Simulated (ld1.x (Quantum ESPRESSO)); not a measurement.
## bismuth (Bi) TM semilocal: all-electron and pseudo phase curves

- Element: bismuth
- Generator: ld1.x (Quantum ESPRESSO) 7.5
- Type: norm-conserving Troullier–Martins (semilocal form)
- Functional: LDA (PZ)
- Relativity: scalar-relativistic
- Frozen core: [Xe] 4f14 5d10
- Valence charge: 5
- Reference configuration: 6s1 6p4
- Partial waves: 6s (bound): rc 1.55 bohr; 6d channel at -0.11 Ry: rc 2.15 bohr; 6p (bound): rc 2.45 bohr
- Local potential: the p channel
- Core correction: none

The phase is arctan(r·u′/u) with u = r·R(r), unwrapped; energies in Ry, scanned from -3 to 5 Ry. A pole is an energy at which the radial function vanishes at the test radius. The pseudo phase is shifted by a multiple of π to meet the all-electron one at the reference energy, and phase errors are pseudo minus all-electron; the curves can meet again beyond the range given. Levels narrower than the energy grid can be missing from the lists of poles.

```
channel  radius (bohr)  reference energy (Ry)  poles, all-electron  poles, pseudo  unbroken range about the reference energy with phases within 0.05 rad  phase error 1 Ry above the reference energy (rad)
      s           2.65                  -1.16                -0.13    -0.16, 3.18                                                              below 1.1                                             -0.007
      p           2.65                  -0.40                 1.59           1.50                                                              below 3.1                                             -0.005
      d           2.65                  -0.11          -2.02, 4.34           none                                                            -1.2 to 0.0                                             +0.314
```

Phases in the s channel:

```csv
E (Ry),all-electron,pseudo
-3.00,1.248,1.246
-2.52,1.161,1.158
-2.04,0.951,0.946
-1.56,0.094,0.087
-1.08,-1.147,-1.147
-0.60,-1.454,-1.457
-0.12,-1.572,-1.579
0.36,-1.642,-1.657
0.84,-1.698,-1.729
1.32,-1.754,-1.830
1.80,-1.820,-2.088
2.28,-1.917,-3.807
2.76,-2.090,-4.567
3.24,-2.497,-4.726
3.72,-3.419,-4.821
4.20,-4.098,-4.915
4.68,-4.359,-5.057
```
